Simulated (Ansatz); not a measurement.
Method: frozen-core CCSD(T)/def2-TZVPP // r2SCAN-D4/def2-SVP (Ansatz, a quantum-chemistry and plane-wave program).

Ansatz 0.2 input:
```yaml
crystal:
  periodic: [false, false, false]
  atoms:
    - { symbol: Y, position_ang: [0.005683, 0.005035, -0.005102] }
    - { symbol: Cl, position_ang: [1.695607, -0.653576, -1.687661] }
    - { symbol: F, position_ang: [-1.881062, 0.353713, -0.520847] }
    - { symbol: F, position_ang: [0.474851, 0.166242, 1.918766] }
basis:
  gaussian: { orbitals: def2-TZVPP }
correlation:
  method: ccsd_t
```

Output:

```
Functional definition: HF
1049 factors; integrals over basis functions are off by at most 8.6e-4 eV
mean field evaluation 1: about -18952.2251 eV, gradient 5.1e1 eV
mean field evaluation 2: about -18952.2938 eV, gradient 5.1e1 eV
mean field evaluation 4: about -18956.7119 eV, gradient 1.9e0 eV
mean field evaluation 8: about -18956.7551 eV, gradient 1.9e-1 eV
mean field evaluation 16: about -18954.3993 eV, gradient 4.2e1 eV
mean field -18956.75540149 eV, -696.6479116546 hartree, gradient 5.3e-6 eV, S^2 0.000000; 0 other end points of the search recorded, 0 dependent functions left out
7 core orbitals not correlated
reference -18956.75540149 eV, -696.6479116546 hartree; 16, 16 occupied and 137, 137 virtual orbitals, 1049 factors
second order -25.66811816 eV of doubles, -0.00000000 eV of singles
cycle   1  -25.40471629 eV  change    2.6e-1 eV  update   1.2e-1
cycle   2  -25.90045852 eV  change   -5.0e-1 eV  update   4.8e-2
cycle   3  -26.04710782 eV  change   -1.5e-1 eV  update   2.1e-2
cycle   4  -26.03707205 eV  change    1.0e-2 eV  update   5.9e-3
cycle   5  -26.02840138 eV  change    8.7e-3 eV  update   2.2e-3
cycle   6  -26.02924338 eV  change   -8.4e-4 eV  update   7.0e-4
cycle   7  -26.02931347 eV  change   -7.0e-5 eV  update   2.2e-4
cycle   8  -26.02914726 eV  change    1.7e-4 eV  update   9.1e-5
cycle   9  -26.02916313 eV  change   -1.6e-5 eV  update   3.1e-5
perturbative correction -0.86733719 eV, -0.0318740537 hartree
Total energy: -18983.65190182 eV, -697.6363398103 hartree
```

Cost: very roughly 30 core-seconds.
